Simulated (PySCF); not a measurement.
Cr (SMILES [Cr]), septet; M06L/6-31G (PySCF).

Input for PySCF:
```python
from pyscf import gto, scf, dft

mol = gto.M(
    atom='''
Cr    0.000000    0.000000    0.000000
''',
    basis='6-31g',
    charge=0,
    spin=6,
    verbose=5,
)

mf = dft.UKS(mol)
mf.xc = 'm06l'
mf.kernel()
mf.analyze()
```

What the program printed (banner, timings and long lists left out):

```
PySCF version 2.14.0

[INPUT] verbose = 5
[INPUT] max_memory = 4000
[INPUT] num. atoms = 1
[INPUT] num. electrons = 24
[INPUT] charge = 0
[INPUT] spin (= nelec alpha-beta = 2S) = 6
[INPUT] symmetry False subgroup None
[INPUT] Mole.unit = angstrom
[INPUT] Symbol           X                Y                Z      unit          X                Y                Z       unit  Magmom
[...]
[INPUT] ---------------- BASIS SET ----------------
[INPUT] l, kappa, [nprim/nctr], expnt,             c_1 c_2 ...
[INPUT] Cr
[...]
                                7776.849          0.01360476
                                1771.385          0.06706925
                                499.1588          0.2323104
                                159.7982          0.480241
                                54.47021          0.3487653
[...]
                                253.2138          0.03194886
                                81.60924          0.1250868
                                30.48193          -0.03221866
                                12.29439          -0.6172284
                                5.037722          -0.4525936
[...]
                                13.67627          0.07218428
                                5.84439           0.254482
                                2.471609          -0.2934534
                                1.028308          -0.7385455
                                0.40725           -0.1947157
[...]
                                0.60558           0.2976055
                                0.098561          -1.147506
[...]
                                253.2138          0.03104662
                                81.60924          0.1350518
                                30.48193          0.3448865
                                12.29439          0.4628571
                                5.037722          0.2110426
[...]
                                13.67627          -0.02806471
                                5.84439           0.05820028
                                2.471609          0.3916988
                                1.028308          0.5047823
                                0.40725           0.179029
[...]
                                0.60558           0.0960562
                                0.098561          0.9817609
[...]
                                4.812661          0.3826699
                                1.446447          0.7093772
[...]
nuclear repulsion = 0
number of shells = 11
[...]
SCF not converged.
Total Energy =                       -1042.607012161615785
[...]
0 Cr 2s          0.00000  -0.00000
0 Cr 3s          0.00000  -0.00001
0 Cr 4s         -0.00000   0.00002
0 Cr 5s         -0.00000   0.00001
0 Cr 2px         0.00000   0.00000
0 Cr 2py         0.00000   0.00000
0 Cr 2pz         0.00000  -0.00000
0 Cr 3px         0.00000   0.00000
0 Cr 3py         0.00000   0.00000
0 Cr 3pz         0.00000  -0.00000
0 Cr 4px         0.00000   0.00000
0 Cr 4py         0.00000   0.00000
0 Cr 4pz         0.00000  -0.00000
0 Cr 5px        -0.00000  -0.00000
0 Cr 5py        -0.00000  -0.00000
0 Cr 5pz        -0.00000   0.00000
0 Cr 3dxy        0.01715   0.00946
0 Cr 3dyz       -0.02632  -0.04465
0 Cr 3dz^2      -0.04831   0.02897
0 Cr 3dxz       -0.00033  -0.02559
0 Cr 3dx2-y2    -0.01632  -0.00328
0 Cr 4dxy       -0.28592  -0.15766
0 Cr 4dyz        0.43859   0.74411
0 Cr 4dz^2       0.80517  -0.48273
0 Cr 4dxz        0.00559   0.42644
0 Cr 4dx2-y2     0.27197   0.05462

To work with the spin densities directly, `use mulliken_meta_spin()` only printing them here.

 ** Mulliken spin pop alpha/beta on meta-lowdin orthogonal AOs **
 ** Mulliken Spin Density (per AO)  **
spin_pop of  0 Cr 1s        0.00000
spin_pop of  0 Cr 2s        0.00000
spin_pop of  0 Cr 3s        0.00006
spin_pop of  0 Cr 4s        0.99898
spin_pop of  0 Cr 5s        0.00096
spin_pop of  0 Cr 2px      -0.00000
spin_pop of  0 Cr 2py      -0.00000
spin_pop of  0 Cr 2pz      -0.00000
spin_pop of  0 Cr 3px       0.00013
spin_pop of  0 Cr 3py       0.00013
spin_pop of  0 Cr 3pz       0.00013
spin_pop of  0 Cr 4px       0.71059
spin_pop of  0 Cr 4py       0.71059
spin_pop of  0 Cr 4pz       0.71058
spin_pop of  0 Cr 5px       0.28928
spin_pop of  0 Cr 5py       0.28928
spin_pop of  0 Cr 5pz       0.28929
spin_pop of  0 Cr 3dxy      0.73200
spin_pop of  0 Cr 3dyz      0.14762
spin_pop of  0 Cr 3dz^2     0.14333
spin_pop of  0 Cr 3dxz      0.20432
spin_pop of  0 Cr 3dx2-y2    0.77271
spin_pop of  0 Cr 4dxy      0.00001
spin_pop of  0 Cr 4dyz      0.00000
spin_pop of  0 Cr 4dz^2     0.00000
spin_pop of  0 Cr 4dxz      0.00000
spin_pop of  0 Cr 4dx2-y2    0.00001
 ** Mulliken Spin Density (per atom)  **
spin density of  0 Cr =      6.00000
 ** Mulliken pop alpha/beta on meta-lowdin orthogonal AOs **
 ** Mulliken pop       alpha | beta **
[...]
In total            15.00000 | 9.00000
 ** Mulliken atomic charges   ( Nelec_alpha | Nelec_beta ) **
charge of  0Cr =     -0.00000  (    15.00000      9.00000 )
Dipole moment(X, Y, Z, Debye): -0.00000, -0.00000,  0.00000
```

The run did not converge; its last values are not results.
